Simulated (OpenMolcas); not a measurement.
Cr2+: moving or changing the point charges

Cr2+ among 4 point charges of -3 e arranged as a tetrahedron (Td), 2.1 Å from the ion.

```json
{
 "Program": "OpenMolcas 26.06",
 "Method": "CASSCF",
 "Basis": "ANO-RCC-VDZP [5s4p2d1f]",
 "Scalar Hamiltonian": "DKH2, point nucleus",
 "Active space": "4 electrons in 5 orbitals (3d)",
 "State averaging": "2S+1 = 5 even, 5 roots; 2S+1 = 3 even, 45 roots; 2S+1 = 1 even, 50 roots",
 "Spin-orbit coupling": "RASSI with atomic mean-field integrals over the reference wave functions"
}
```

Runs around this geometry, states (labels of Td). Energies in cm-1 above the lowest state or level, χT in cm3 K/mol; under a threefold ground state the first gap can be a small split of the lowest multiplet, not the spin-orbit step.

```csv
R (Å),q (e),Ground state,First state of that spin,First gap with spin-orbit (degeneracies),χT at 300 K,First state of another spin
2.1,-1.5,5T2,5E 1558,"29.1 (1, 3)",2.503,3T1 18560
2.1,-3,5T2,5E 1722,"25.3 (1, 3)",2.587,3T1 18422
2.22,-3,5T2,5E 1630,"27.2 (1, 3)",2.546,3T1 18470
```

Taking the first state of the same spin as R^-n, n = -ln(1630 / 1722) / ln(2.22 / 2.1) = 1.0 between the shortest and longest distance.

Scaling the charges by -1.5 / -3 = 0.50 scales the first state of the same spin by 1558 / 1722 = 0.90; with fixed orbitals a first-order splitting would follow the charge.

An orbital triplet at a regular site is open to Jahn-Teller coupling, which can distort the site and quench the lowest spin-orbit gaps and is left out. Without dynamic correlation the repulsion within the d shell is too large (B by tens of per cent), so at a given field states of lower spin stand too high. The ground term spreads over less than 5000 cm-1, several times less than with real ligands, so orbital moments are less quenched and χT lies further from the spin-only value than at real sites. This is an electrostatic model: the charges have no orbitals. No measured value stands beside these numbers.
